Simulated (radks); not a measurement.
Species: C VI. Configuration: 2s1 (not the ground configuration). Calculated with a radial shooting solver on a logarithmic mesh with Libxc functionals: non-relativistic Kohn-Sham, r2SCAN, spin-polarised, spherical densities, point nucleus; open shells are filled with parallel spins first; meta-GGA in the generalised Kohn-Sham scheme.

Normalised radial functions P(r) = r R(r), r in bohr:

```
   r/bohr * 2p up (the largest magnitude, 1.05, reaches the edge; | marks zero)
  0.01219 *
  0.01477 *
   0.0179 *
  0.02169 *
  0.02607 *
  0.03158 |*
  0.03827 |*
  0.04637 |*
  0.05574 | *
  0.06753 |  *
  0.08183 |   *
  0.09915 |    *
   0.1192 |      *
   0.1444 |        *
    0.175 |            *
    0.212 |               *
   0.2548 |                    *
   0.3088 |                         *
   0.3741 |                                *
   0.4533 |                                        *
   0.5449 |                                                *
   0.6603 |                                                     *
      0.8 |                                                      *
   0.9694 |                                                  *
    1.165 |                                          *
    1.412 |                               *
    1.711 |                   *
    2.073 |          *
    2.491 |    *
    3.019 | *
```

2p up (empty): eigenvalue -104.04 eV, 0 radial nodes, <r> = 0.931 bohr, 90 % of the charge inside 1.46 bohr.
